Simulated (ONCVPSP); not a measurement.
# What one change does to a pseudopotential (Ir, ONCV)

ONCVPSP 4.0.1 input, shortened (lines: element, Z, core and valence counts, functional; n l f; lmax; l rc ep ncon nbas qcut; lloc lpopt rc5 dvloc0; l nproj debl; icmod fcfact rcfact), LDA (Perdew-Wang 92), fully relativistic:

```
  Ir 77.00   12    2  -001012      upf
    1    0    2.00
    2    0    2.00
    2    1    6.00
    3    0    2.00
    3    1    6.00
    3    2   10.00
    4    0    2.00
    4    1    6.00
    4    2   10.00
    4    3   14.00
    5    0    2.00
    5    1    6.00
    5    2    7.00
    6    0    1.00
    2
    0    2.50    0.00    3    6    2.80
    1    2.05    0.05    3    7    3.80
    2    2.15    0.00    4    9    6.70
    4    5    1.75    2.00
    0    2    3.80
    1    2    0.60
    2    3    2.70
    3    3.00    1.75
```

Open shells are filled in proportion to 2j + 1.

All-electron outer shells of the reference configuration (LDA (PZ), scalar-relativistic, ld1.x):

```csv
shell,level (eV),outermost node (bohr),outermost maximum (bohr)
5p,-63.32,0.54,1.01
5d,-15.59,0.59,1.29
6s,-13.92,1.17,2.32
```

Change: p: rc 2.26.

Cutoffs: the cutoffs (Ha) at which the residual kinetic energy of the hardest occupied pseudo-wave falls to 1 and 0.1 mHa per electron; they do not see the model core or the augmentation charge, which bear on the density cutoff. Errors are all-electron minus pseudo energies relative to the spin-unpolarised reference configuration.

**Question.** Predict the effect on cutoff, ghosts and configuration errors.

**Answer.** The potential gets neither clearly harder nor softer (16 Ha and 19 Ha → 16 Ha and 19 Ha); both files keep a bound ghost (p); the errors of the 4 common tests hardly move.

```tsv
quantity	base	changed
cutoff, loose	16 Ha	16 Ha
cutoff, tight	19 Ha	19 Ha
bound ghosts	p3/2, p1/2	p3/2
GHOST(+) flags under 300 eV	s at 57.7 eV	p1/2 at 47.5 eV, s at 57.7 eV
error for 5d7 6s2, meV [ΔE -10.18 eV]	-37	-37
error for 5d7 6s0, meV [ΔE 17.85 eV]	-74	-74
error for 5d6 6s0, meV [ΔE 48.68 eV]	-299	-299
error for 5d6 6s2 6p1, meV [ΔE -3.05 eV]	-103	-110
s: phases at 2.53 bohr within 0.05 rad from the reference energy up to (Ha; the scan ends near 5)	1.5	1.5
d5/2: phases at 2.18 bohr within 0.05 rad from the reference energy up to (Ha; the scan ends near 5)	to the end of the scan	to the end of the scan
d3/2: phases at 2.18 bohr within 0.05 rad from the reference energy up to (Ha; the scan ends near 5)	to the end of the scan	to the end of the scan
rms error of d²Exc/dni dnj with the model core, mHa	2.01	2.01
```

 A true bound ghost makes a file unfit for plane-wave use even where its test errors are small: the radial tests pick states by their node count and pass the ghost by.
